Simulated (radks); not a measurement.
Isoelectronic series with 10 electrons, each ion in its NIST ground configuration. Method: Dirac Kohn-Sham, PBEsol, spin-unpolarised, spherical densities, finite nucleus; Fermi nuclear charge, rms radius of each element as measured or else 0.836 A^(1/3) + 0.57 fm; computed with a radial shooting solver on a logarithmic mesh with Libxc functionals. Total energies (hartree) and orbital eigenvalues (hartree):

ion    configuration  E (hartree)      2p3/2      2p1/2
Ne              [Ne]   -128.67182   -0.48638   -0.49017
Si4+            [Ne]   -285.53650   -5.44314   -5.46731
S6+             [Ne]   -388.28240   -9.46013   -9.50768
Ar8+            [Ne]   -507.29072  -14.48604  -14.57083
Ca10+           [Ne]   -642.62671  -20.51782  -20.65838
Ti12+           [Ne]   -794.36854  -27.55432  -27.77456
Cr14+           [Ne]   -962.60632  -35.59531  -35.92527
Fe16+           [Ne]  -1147.44136  -44.64116  -45.11777
Ni18+           [Ne]  -1348.98669  -54.69261  -55.36050
Zn20+           [Ne]  -1567.36620  -65.75069  -66.66303
Ge22+           [Ne]  -1802.71650  -77.81670  -79.03606
Se24+           [Ne]  -2055.18688  -90.89214  -92.49141
Kr26+           [Ne]  -2324.93882  -104.9787  -107.0421
Sr28+           [Ne]  -2612.14752  -120.0783  -122.7023
Zr30+           [Ne]  -2917.00198  -136.1931  -139.4874
Mo32+           [Ne]  -3239.70411  -153.3252  -157.4144
Ru34+           [Ne]  -3580.47671  -171.4771  -176.5013
Pd36+           [Ne]  -3939.55544  -190.6514  -196.7677
Cd38+           [Ne]  -4317.19219  -210.8509  -218.2350
Sn40+           [Ne]  -4713.66201  -232.0785  -240.9259

Estimate the row of Mg2+ ([Ne]).

Answer. E (hartree) -199.00485; 2p3/2 -2.44288; 2p1/2 -2.45355.
